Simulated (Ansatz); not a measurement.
A nudged elastic band was laid between two geometries of Cl2H4O3W (10 atoms, charge 0, multiplicity 1).

Level of theory: RKS PBE0-D4/def2-SVP (Ansatz).

```yaml
movable_images: 5
climbing_image: yes
spring: 5.0 eV/Å²
optimiser: quadratic models (default)
start_path: through a guess of the saddle point
force_threshold: 0.03 eV/Å
iteration_limit: 60
end_points: relaxed
```

First end point:

```xyz
10
Properties=species:S:1:pos:R:3
W -0.201 0.184 -0.091
H 0.483 0.421 1.424
Cl 2.251 0.211 -0.140
O -0.391 2.013 0.048
H -0.263 2.696 0.715
O -2.052 -0.063 0.108
H -2.533 -0.885 0.262
Cl -0.070 -2.006 0.679
O 0.226 -0.026 -1.896
H 1.168 -0.050 -2.152
```

Last end point:

```xyz
10
Properties=species:S:1:pos:R:3
W -0.734 -0.342 -0.343
H 1.533 1.254 0.705
Cl 2.748 0.946 0.297
O -0.234 1.260 0.607
H -0.555 2.074 0.172
O -2.574 -0.127 -0.083
H -2.817 -0.103 0.866
Cl -0.438 -2.559 0.045
O 0.377 -0.012 -1.800
H 1.312 0.102 -1.507
```

Task: What changes between the two ends?

Result: Bonds broken: W1–H2, W1–Cl3. Bonds formed: H2–Cl3. Cl2H4O3W becomes ClH + ClH3O3W.

Task: What energy profile does the band end with?

Result: The run converged. The highest image is number 4 of 0 to 6, 134.1 kJ/mol above the first end and 13.8 kJ/mol above the last; the last end lies 120.2 kJ/mol above the first. A vibrational analysis at the climbing image gives one clearly imaginary mode, 77i cm⁻¹: a first-order saddle point. The orbitals stay closed-shell, which can raise the energy where a bond breaks towards radicals; this wasn't checked here.

| image | path coordinate (Å) | energy (kJ/mol) | W1–H2 (Å) | W1–Cl3 (Å) | H2–Cl3 (Å) |
| --- | --- | --- | --- | --- | --- |
| 0 | 0.00 | 0.0 | 1.68 | 2.45 | 2.37 |
| 1 | 0.91 | 10.3 | 1.68 | 2.44 | 2.33 |
| 2 | 1.82 | 19.9 | 1.67 | 2.45 | 2.24 |
| 3 | 2.73 | 54.8 | 1.67 | 2.60 | 1.95 |
| 4 | 3.65 | 134.1 | 2.19 | 3.22 | 1.36 |
| 5 | 4.60 | 129.2 | 2.80 | 3.55 | 1.30 |
| 6 | 5.55 | 120.2 | 2.96 | 3.77 | 1.32 |

Task: What is the geometry of the highest image?

Result: 
```xyz
10
Properties=species:S:1:pos:R:3:forces:R:3
W -0.525 -0.048 -0.255 0.00 0.00 0.00
H 1.296 0.182 0.946 -0.02 0.00 0.01
Cl 2.574 0.357 0.500 0.02 0.00 -0.01
O -0.411 1.724 0.394 0.00 0.00 0.00
H -0.881 2.359 -0.179 0.00 0.00 0.00
O -2.379 -0.184 -0.037 0.00 0.00 0.00
H -2.671 -0.147 0.895 0.00 0.00 0.00
Cl -0.015 -2.177 0.406 0.00 0.00 0.00
O 0.336 0.130 -1.908 0.00 0.00 0.00
H 1.294 0.297 -1.802 0.00 0.00 0.00
```

Task: What are the harmonic wavenumbers there?

Result: 77i, 85, 98, 140, 156, 186, 210, 235, 383, 476, 507, 597, 610, 657, 678, 721, 747, 793, 847, 902, 2025, 3657, 3668, 3702 cm⁻¹.

Time of the run: 6 min on 4 threads of Arm Neoverse V1, on a shared host, peak memory 0.37 GiB.
